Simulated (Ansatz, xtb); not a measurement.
**ClF3H2Si2: where a starting geometry ends**

The starting geometry of this gas-phase singlet has its atoms placed at random.

```xyz
8

Cl    0.2099    0.4237   -0.4757
F     0.3816    2.1221    0.2686
F    -1.5885    0.1491    0.7754
F    -0.2109    1.6238    1.6767
Si   -0.3293   -1.2999    0.6718
Si    2.2969    0.2517    0.5891
H     0.9149   -0.9357    1.5125
H     0.6748    0.1013    1.5613
```

Task: One run relaxed it with r2SCAN-D4/def2-SVP. What is a likely outcome?

Result: It falls apart into ClF2HSi2 + FH. Distances that change by over a tenth: Cl1–F2 (1.86 → 2.98 Å). Contacts that close: F2–Si6 (2.70 → 1.65 Å), F3–Si5 (1.92 → 1.65 Å), F4–H8 (1.77 → 0.93 Å), Si6–H7 (2.04 → 1.70 Å).

The energy falls by 15.40 eV over 24 steps:

```csv
step,E − E(last) (eV)
1,15.398
4,8.828
6,3.902
9,0.951
11,0.712
14,0.350
16,0.204
19,0.002
21,0.000
24,0.000
```

Final geometry (Å):

```yaml
atoms:
  - { symbol: Cl, position_ang: [0.4251, -0.4358, -1.4875] }
  - { symbol: F, position_ang: [0.6779, 1.8356, 0.4284] }
  - { symbol: F, position_ang: [-1.3116, 0.0546, 0.8865] }
  - { symbol: F, position_ang: [0.2727, 0.8585, 2.8900] }
  - { symbol: Si, position_ang: [-0.3681, -1.2577, 0.5620] }
  - { symbol: Si, position_ang: [1.7900, 0.6744, 0.0652] }
  - { symbol: H, position_ang: [1.0914, -0.5315, 1.0337] }
  - { symbol: H, position_ang: [-0.2281, 1.2380, 2.2015] }
```

From the same start GFN2-xTB ends elsewhere, in pieces: ClFSi + FHSi + FH.

From so rough a start the end depends on the optimiser's path, so another program may land elsewhere. No frequencies were run, so the end isn't proven a minimum. Run with Ansatz 0.2.0, 41 s on 2 threads of INTEL(R) XEON(R) PLATINUM 8581C CPU @ 2.10GHz (Emerald Rapids) (shared host).
